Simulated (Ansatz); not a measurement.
Ca2Si⁻, relaxed as a doublet with UKS B3LYP-D4/def2-TZVPD in Ansatz, starting from packed atoms. Force threshold 0.02 eV/Å.

The highest occupied level of the charge -1 doublet lies above zero (up to 0.09 eV). By energy differences its removal costs 1.07 eV (vertical, to the charge 0 triplet, at PBE0-D4/def2-TZVPD). The relaxation made no stability test and no search for a lower SCF solution. At B3LYP-D4/def2-TZVPD a quartet of charge -1 lies 0.19 eV below the doublet, each at its own geometry. The structure comes from a short search, and lower isomers may exist.

Start:

```
atom   x (Å)   y (Å)   z (Å)
 Ca1   1.660  -0.329  -0.987
 Ca2  -0.758   1.521   1.075
 Si3  -0.902  -1.192  -0.088
```

```csv
step,energy (eV),largest force component (eV/Å),SCF passes
1,-44754.0412,0.706,29
2,-44754.1038,0.415,39
3,-44754.1308,0.036,38
4,-44754.1310,0.001,26
```

Force components are those of the run's own axes.

End:

```
atom   x (Å)   y (Å)   z (Å)
 Ca1   1.636  -0.361  -0.990
 Ca2  -0.786   1.437   1.051
 Si3  -0.850  -1.076  -0.061
```

By distances, no bond broke or formed. The bond that changes most is Ca2–Si3, from 2.96 to 2.75 Å (atoms count from 1).

No frequencies were taken in this run, so the end may be a saddle point.

Hardware: 4 threads of Arm Neoverse V1 on a shared host. Wall time 13 s.
